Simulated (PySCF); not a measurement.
# A small calculation by hand: entropy of an ideal gas

Zn(Cl)(OH) (ClHOZn), SMILES [Zn]([OH])[Cl].

Geometry optimised at B3LYP-D3(BJ)/def2-TZVP. One conformer was computed; it need not be the lowest.

B3LYP-D3(BJ)/def2-TZVP (PySCF) gives the harmonic wavenumbers 133, 140, 402, 686, 783, 3841 cm⁻¹ and the rotational temperatures 33.4447, 0.1243, 0.1238 K. The molar mass is 117.84 g/mol, the symmetry number 1, the spin multiplicity 1.

Question: Work out the entropy at 298.15 K and 1 atm in the rigid-rotor, harmonic-oscillator model.

Answer: 
Translation (Sackur–Tetrode at 1 atm): S = R[1.5 ln M + 2.5 ln T − 1.16487] = 168.2 J/(mol K).
Rotation: q = (√π/σ) T^1.5/√(θA θB θC) = 12700, S = R[ln q + 3/2] = 91.1 J/(mol K).
Vibration: with u = 1.4388 ν/T, each mode gives R[u/(e^u − 1) − ln(1 − e^−u)]:
```csv
ν (cm⁻¹),modes,u,S (J/(mol K))
133,1,0.64,12.14
140,1,0.68,11.73
402,1,1.94,4.00
686,1,3.31,1.35
783,1,3.78,0.93
```
The stiffer modes add less than 0.005 each. Sum 30.2 J/(mol K).
Spin: R ln 1 = 0.0 J/(mol K).
Total 289.4 J/(mol K); the program's own thermochemistry gives 289.4. Translation makes up 58 % and vibration 10 %. Anharmonicity, hindered rotation and orbital degeneracy are left out.
